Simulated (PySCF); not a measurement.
**Bonding in `C/C(C#N)=N/[SiH2]CCC#N`**

Species: C6H9N3Si.
Atom-mapped SMILES: `[CH3:1]/[C:2]([C:3]#[N:4])=[N:5]/[SiH2:6][CH2:7][CH2:8][C:9]#[N:10]` (hydrogens: H11, H12, H13 on C1; H14, H15 on Si6; H16, H17 on C7; H18, H19 on C8)

Structure used (GFN2-xTB), in Å, numbered top down from 1:
```
atom  x, y, z in Å
C1    -1.8513    1.9645    0.4330
C2    -1.5695    0.5063    0.5663
C3    -2.6462   -0.3732    0.2210
N4    -3.4884   -1.1084   -0.0321
N5    -0.4422    0.0763    0.9331
Si6    0.3379   -1.4412    1.0661
C7     1.6105   -1.4149   -0.3607
C8     2.2118   -0.0298   -0.6229
C9     1.2495    0.8587   -1.2152
N10    0.4970    1.5565   -1.7219
H11   -2.9120    2.1811    0.5341
H12   -1.5184    2.2677   -0.5626
H13   -1.2691    2.5247    1.1598
H14   -0.4373   -2.6793    0.9660
H15    1.0173   -1.3085    2.3556
H16    1.1552   -1.7847   -1.2807
H17    2.4213   -2.1005   -0.1146
H18    3.0604   -0.1027   -1.3130
H19    2.5636    0.4166    0.3108
```

Bond orders from the PBE0/pcSseg-1 density (PySCF). The structure is a single GFN2-xTB conformer in the gas phase; no vibrational or solvent corrections.

Problem. Where do the orders between heavy atoms depart from those drawn in the SMILES?

Solution. The largest departure is 0.151, at C2–N5 (drawn double, 1.849).

Problem. Set the Mayer orders of the bonds beside their lengths.

Solution. 
```csv
bond,drawn as,length (Å),Mayer order
C1–C2,single,1.491,1.019
C2–C3,single,1.432,0.964
C3–N4,triple,1.146,2.991
C2–N5,double,1.261,1.849
N5–Si6,single,1.712,0.969
Si6–C7,single,1.912,0.881
C7–C8,single,1.533,1.021
C8–C9,single,1.438,1.013
C9–N10,triple,1.144,2.999
C1–H11,single,1.087,0.949
C1–H12,single,1.093,0.909
C1–H13,single,1.087,0.951
Si6–H14,single,1.464,0.913
Si6–H15,single,1.464,0.943
C7–H16,single,1.091,0.943
C7–H17,single,1.090,0.947
C8–H18,single,1.096,0.923
C8–H19,single,1.093,0.919
```

Bonds between the same two heavy elements. C–C: lowest C2–C3 (0.964, 1.432 Å), highest C7–C8 and C1–C2 (1.021, 1.533 Å); in 3 of the 6 pairs the longer bond (by over 0.003 Å) has the higher order (by 0.02 or more). C–N: lowest C2–N5 (1.849, 1.261 Å), highest C9–N10 (2.999, 1.144 Å). Bonds named together lie within 0.004.

Problem. Sum the orders of all bonds at each heavy atom with more than one neighbour and set the sums beside the valence in the SMILES.

Solution. C1 3.828 (drawn 4), C2 3.832 (drawn 4), C3 3.955 (drawn 4), N5 2.818 (drawn 3), Si6 3.706 (drawn 4), C7 3.792 (drawn 4), C8 3.876 (drawn 4), C9 4.012 (drawn 4). Orders between atoms that aren't bonded are not in these sums.

Mayer orders depend on the basis set.
